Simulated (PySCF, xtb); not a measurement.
Ge(H)(SiH3) (GeH₄Si), SMILES [SiH3][GeH] (connectivity only; charge and spin as stated), neutral, multiplicity 1.

GFN2-xTB in xtb 6.7.1 at its own geometry gives an orbital gap of 1.69 eV and a dipole moment of 1.71 D.

The structure is a stationary point at TPSSh-D3(BJ)/def2-TZVP.

Problem. What does PySCF with M06-2X/def2-TZVPD give? (An estimate is asked for; the answer gives what the named calculation found.)

Solution. gap 5.08 eV (levels -7.50 and -2.43 eV), dipole 0.36 D.
